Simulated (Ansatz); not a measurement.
`BC(C)(F)[SiH3]` + `[CH3][GeH2][Cl]` → `B[CH2][GeH2][Cl]` + `CC(F)[SiH3]` at 298.15 K and 1 bar (formal exchange of groups at a B–C bond).

Computed with Ansatz on PBE0-D4/def2-TZVP structures; ΔE is electronic, products minus reactants. CCSD(T)/CBS adds triple-zeta CCSD(T) − MP2 to the extrapolated MP2 energy (def2 sets, frozen cores). For Ge outer-core shells are correlated without core-valence functions, which leaves a few kJ/mol of doubt a bond. Scalar relativity is left out up to krypton. One conformer a species, not always the lowest.

```tsv
species	CCSD(T)/CBS energy (Eh)	H − E (kJ/mol)	S (J/(mol·K))
`BC(C)(F)[SiH3]`	-494.54641	265.6	346.8
`[CH3][GeH2][Cl]`	-2576.99593	157.6	313.0
`B[CH2][GeH2][Cl]`	-2602.37417	191.1	350.6
`CC(F)[SiH3]`	-469.17172	234.4	317.9
```

H − E and S are ideal-gas, rigid-rotor, harmonic terms from PBE0-D4/def2-TZVP, for one conformer and one mirror image of each species. 1 Eh = 2625.50 kJ/mol, R = 8.31446 J/(mol·K).

Q: By hand: ΔE, ΔH, ΔS and ΔG.

A: ΔE = (-2602.37417) + (-469.17172) − (-494.54641) − (-2576.99593) = -0.00355 Eh = -9.3 kJ/mol. Δ(H − E) = 191.1 + 234.4 − 265.6 − 157.6 = 2.3, so ΔH = -7.0 kJ/mol. ΔS = 350.6 + 317.9 − 346.8 − 313.0 = 8.7 J/(mol·K). ΔG = -7.0 − 298.15 × (8.7)/1000 = -9.6 kJ/mol.

Q: By hand: the equilibrium constant, and the temperature at which ΔG would vanish if ΔH and ΔS stayed fixed.

A: log₁₀ K = −ΔG/(RT ln 10) = 1.7. ΔH and −TΔS have one sign here, so there is no such temperature.

TΔS isn't small against ΔH here. A doubt of 5 kJ/mol in ΔE shifts log₁₀ K by 0.9 here. Other conformers and mirror images would add mixing entropy, several J/(mol·K) or more a flexible species. Modes under 60 cm⁻¹, often nearly free rotors, make the harmonic entropy too high. These are equilibria of isolated gas molecules and say nothing of rates. Largest T1 diagnostic: 0.013 (customary marks: 0.02 for closed shells, 0.045 for open ones).

ΔS is within the doubt of such terms, so its sign, and with it that verdict, could turn.
